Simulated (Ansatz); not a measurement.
Ansatz (an electronic-structure program) input (B3LYP/6-31G* with LANL2DZ past Ar): The .json file joins the Basis Set Exchange's 6-31G* for atoms up to Ar and LANL2DZ past it.

Ansatz 0.2 input:
```yaml
crystal:
  periodic: [false, false, false]
  atoms:
    - {symbol: Hg, position_ang: [0.00000000, 0.00000000, 0.00000000]}
    - {symbol: Cl, position_ang: [-0.00000000, -0.00000000, -2.40049373]}
    - {symbol: Cl, position_ang: [0.00000000, 0.00000000, 2.40049373]}
basis:
  gaussian:
    orbitals: 6-31Gs+LANL2DZ.json
hamiltonian:
  xc: {name: B3LYP}
phonons: {temperatures: {t_min: 298.15, t_max: 298.15, t_step: 100}}
```

Output:

```
Functional definition: B3LYP
integrals: 0.02 GiB planned
669 factors; integrals over basis functions are off by at most 1.9e-4 eV
mean field: 0.17 GiB planned
mean field evaluation 1: about -26208.0070 eV, gradient 2.4e1 eV
mean field evaluation 2: about -26205.4496 eV, gradient 3.9e1 eV
mean field evaluation 4: about -26210.1274 eV, gradient 3.1e-1 eV
mean field evaluation 8: about -26210.1759 eV, gradient 1.4e-3 eV
mean field -26210.17593508 eV, -963.2061997189 hartree, gradient 1.1e-5 eV, S^2 0.000000; 0 other end points of the search recorded, 0 dependent functions left out
the calculation of the forces begins
reference -26210.17616495 eV, -963.2062081664 hartree; 23, 23 occupied and 33, 33 virtual orbitals, 669 factors
these checks for a lower state are left out or cut short: stability, starts, cluster_reference, orbital_swaps, neighbouring_geometries, increment
integrals: 0.02 GiB planned
669 factors; integrals over basis functions are off by at most 1.9e-4 eV
mean field: 0.17 GiB planned
mean field evaluation 16: about -26210.1759 eV, gradient 1.1e-5 eV
mean field -26210.17593178 eV, -963.2061995977 hartree, gradient 2.8e-6 eV, S^2 0.000000; 0 other end points of the search recorded, 0 dependent functions left out
the calculation of the forces begins
reference -26210.17616165 eV, -963.2062080452 hartree; 23, 23 occupied and 33, 33 virtual orbitals, 669 factors
these checks for a lower state are left out or cut short: stability, starts, cluster_reference, orbital_swaps, neighbouring_geometries, increment
integrals: 0.02 GiB planned
669 factors; integrals over basis functions are off by at most 1.9e-4 eV
mean field: 0.17 GiB planned
mean field -26210.17593178 eV, -963.2061995977 hartree, gradient 2.8e-6 eV, S^2 0.000000; 0 other end points of the search recorded, 0 dependent functions left out
the calculation of the forces begins
reference -26210.17616165 eV, -963.2062080452 hartree; 23, 23 occupied and 33, 33 virtual orbitals, 669 factors
these checks for a lower state are left out or cut short: stability, starts, cluster_reference, orbital_swaps, neighbouring_geometries, increment
integrals: 0.02 GiB planned
669 factors; integrals over basis functions are off by at most 1.9e-4 eV
mean field: 0.17 GiB planned
mean field evaluation 32: about -26210.1759 eV, gradient 2.7e-6 eV
mean field -26210.17593178 eV, -963.2061995977 hartree, gradient 2.8e-6 eV, S^2 0.000000; 0 other end points of the search recorded, 0 dependent functions left out
the calculation of the forces begins
reference -26210.17616165 eV, -963.2062080452 hartree; 23, 23 occupied and 33, 33 virtual orbitals, 669 factors
these checks for a lower state are left out or cut short: stability, starts, cluster_reference, orbital_swaps, neighbouring_geometries, increment
integrals: 0.02 GiB planned
669 factors; integrals over basis functions are off by at most 1.9e-4 eV
mean field: 0.17 GiB planned
mean field -26210.17593178 eV, -963.2061995977 hartree, gradient 2.8e-6 eV, S^2 0.000000; 0 other end points of the search recorded, 0 dependent functions left out
the calculation of the forces begins
reference -26210.17616165 eV, -963.2062080452 hartree; 23, 23 occupied and 33, 33 virtual orbitals, 669 factors
these checks for a lower state are left out or cut short: stability, starts, cluster_reference, orbital_swaps, neighbouring_geometries, increment
integrals: 0.02 GiB planned
669 factors; integrals over basis functions are off by at most 1.9e-4 eV
mean field: 0.17 GiB planned
mean field -26210.17586128 eV, -963.2061970068 hartree, gradient 1.3e-6 eV, S^2 0.000000; 0 other end points of the search recorded, 0 dependent functions left out
the calculation of the forces begins
reference -26210.17609115 eV, -963.2062054543 hartree; 23, 23 occupied and 33, 33 virtual orbitals, 669 factors
these checks for a lower state are left out or cut short: stability, starts, cluster_reference, orbital_swaps, neighbouring_geometries, increment
integrals: 0.02 GiB planned
669 factors; integrals over basis functions are off by at most 1.9e-4 eV
mean field: 0.17 GiB planned
mean field -26210.17586128 eV, -963.2061970068 hartree, gradient 1.3e-6 eV, S^2 0.000000; 0 other end points of the search recorded, 0 dependent functions left out
the calculation of the forces begins
reference -26210.17609115 eV, -963.2062054543 hartree; 23, 23 occupied and 33, 33 virtual orbitals, 669 factors
these checks for a lower state are left out or cut short: stability, starts, cluster_reference, orbital_swaps, neighbouring_geometries, increment
integrals: 0.02 GiB planned
669 factors; integrals over basis functions are off by at most 1.9e-4 eV
mean field: 0.17 GiB planned
mean field -26210.17593426 eV, -963.2061996886 hartree, gradient 1.1e-6 eV, S^2 0.000000; 0 other end points of the search recorded, 0 dependent functions left out
the calculation of the forces begins
reference -26210.17616412 eV, -963.2062081361 hartree; 23, 23 occupied and 33, 33 virtual orbitals, 669 factors
these checks for a lower state are left out or cut short: stability, starts, cluster_reference, orbital_swaps, neighbouring_geometries, increment
integrals: 0.02 GiB planned
669 factors; integrals over basis functions are off by at most 1.9e-4 eV
mean field: 0.17 GiB planned
mean field evaluation 64: about -26210.1759 eV, gradient 2.8e-2 eV
mean field -26210.17593426 eV, -963.2061996886 hartree, gradient 1.1e-6 eV, S^2 0.000000; 0 other end points of the search recorded, 0 dependent functions left out
the calculation of the forces begins
reference -26210.17616412 eV, -963.2062081361 hartree; 23, 23 occupied and 33, 33 virtual orbitals, 669 factors
these checks for a lower state are left out or cut short: stability, starts, cluster_reference, orbital_swaps, neighbouring_geometries, increment
integrals: 0.02 GiB planned
669 factors; integrals over basis functions are off by at most 1.9e-4 eV
mean field: 0.17 GiB planned
mean field -26210.17593426 eV, -963.2061996886 hartree, gradient 1.1e-6 eV, S^2 0.000000; 0 other end points of the search recorded, 0 dependent functions left out
the calculation of the forces begins
reference -26210.17616412 eV, -963.2062081361 hartree; 23, 23 occupied and 33, 33 virtual orbitals, 669 factors
these checks for a lower state are left out or cut short: stability, starts, cluster_reference, orbital_swaps, neighbouring_geometries, increment
integrals: 0.02 GiB planned
669 factors; integrals over basis functions are off by at most 1.9e-4 eV
mean field: 0.17 GiB planned
mean field -26210.17593426 eV, -963.2061996886 hartree, gradient 1.1e-6 eV, S^2 0.000000; 0 other end points of the search recorded, 0 dependent functions left out
the calculation of the forces begins
reference -26210.17616412 eV, -963.2062081361 hartree; 23, 23 occupied and 33, 33 virtual orbitals, 669 factors
these checks for a lower state are left out or cut short: stability, starts, cluster_reference, orbital_swaps, neighbouring_geometries, increment
integrals: 0.02 GiB planned
669 factors; integrals over basis functions are off by at most 1.9e-4 eV
mean field: 0.17 GiB planned
mean field -26210.17590087 eV, -963.2061984617 hartree, gradient 1.5e-6 eV, S^2 0.000000; 0 other end points of the search recorded, 0 dependent functions left out
the calculation of the forces begins
reference -26210.17613073 eV, -963.2062069088 hartree; 23, 23 occupied and 33, 33 virtual orbitals, 669 factors
these checks for a lower state are left out or cut short: stability, starts, cluster_reference, orbital_swaps, neighbouring_geometries, increment
integrals: 0.02 GiB planned
669 factors; integrals over basis functions are off by at most 1.9e-4 eV
mean field: 0.17 GiB planned
mean field evaluation 96: about -26210.1759 eV, gradient 1.5e-6 eV
mean field -26210.17589718 eV, -963.2061983259 hartree, gradient 1.5e-6 eV, S^2 0.000000; 0 other end points of the search recorded, 0 dependent functions left out
the calculation of the forces begins
reference -26210.17612706 eV, -963.2062067738 hartree; 23, 23 occupied and 33, 33 virtual orbitals, 669 factors
Total energy: -26210.17616495 eV, -963.2062081664 hartree
Atom 0 at     0.000000     0.000000     0.000000 Å, force     0.000000    -0.000000     0.000000 eV/Å
Atom 1 at    -0.000000    -0.000000    -2.400494 Å, force    -0.000000     0.000000     0.000789 eV/Å
Atom 2 at     0.000000     0.000000     2.400494 Å, force    -0.000000     0.000000    -0.000789 eV/Å
Dipole moment:     0.000000     0.000000    -0.000000 e Å
Vibrations: 74.03 74.03 294.02 350.13 cm⁻¹, zero-point energy 0.049111 eV
```

The blocks after the first are displaced geometries, from whose forces the wavenumbers follow.
